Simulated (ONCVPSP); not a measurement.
# Ranking ONCV potentials for technetium (Tc)

All share these settings but for the change named:

- Element: technetium
- Generator: ONCVPSP 4.0.1
- Type: optimised norm-conserving Vanderbilt (ONCV)
- Functional: PBE
- Relativity: fully relativistic
- Frozen core: [Ar] 3d10
- Valence charge: 15
- Reference configuration: 4s2 4p6 4d5 5s2
- Partial waves: 4s+5s: rc 2.05 bohr, ncon 4, nbas 8, qcut 6.4 1/bohr, 3 projectors, debl 2.6 Ha; 4p: rc 1.30 bohr, ncon 3, nbas 7, qcut 7.5 1/bohr, 1 projector; 4d: rc 2.15 bohr, ncon 3, nbas 8, qcut 8.3 1/bohr, 2 projectors, debl 0.9 Ha
- Local potential: polynomial inside 0.85 bohr (lpopt 3, dvloc0 6 Ha)
- Core correction: none

Open shells are filled in proportion to 2j + 1.

Test errors are all-electron minus pseudo excitation energies from the reference, over 4s2 4p6 4d5 5s1; 4s2 4p6 4d5 5s0; 4s2 4p6 4d4 5s0; 4s2 4p6 4d3 5s0. None of these files shows a bound ghost.

The base gives 40.3 meV.

Of 5 variants that were run, those that failed, showed a ghost or another fault, or gave nearly equal values are left out.

A variant can come out equal or close to the base, since the largest error may sit in a test that the change hardly touches while other tests move.

**Question.** Rank these variants by their largest absolute test error, smallest first.
A. d: rc 2.7
B. p: nbas 6
C. d: qcut 10.6

**Answer.** C (30.2 meV), B (40.0 meV), A (129.5 meV).
